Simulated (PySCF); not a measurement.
Al(H)2(OiPr) (C3H9AlO), SMILES [AlH2][O]C(C)C.

The structure is a stationary point at PBE0-D3(BJ)/def2-SVP. The structure was generated by enumeration; whether it is a known compound was not checked. One conformer was computed; it need not be the lowest.

Method: B3LYP/def2-TZVP run with PySCF.

The molecule is in vacuum.

Computed frontier levels, gap, dipole moment and polarisability:
```
Item                                                                                                           Result
---------------------------------------------------------------------------------------------  ----------------------
highest occupied level                                                                                       -7.55 eV
lowest empty level                                                                                           -1.16 eV
orbital gap                                                                                                   6.40 eV
dipole moment                                                                                                  1.10 D
quadrupole, principal values (traceless, Buckingham form, about the centre of nuclear charge)   -5.26, 0.13, 5.13 D·Å
mean static polarisability                                                                      68.0 bohr³ (10.08 Å³)
polarisability, principal values                                                               62.8, 63.3, 78.0 bohr³
```
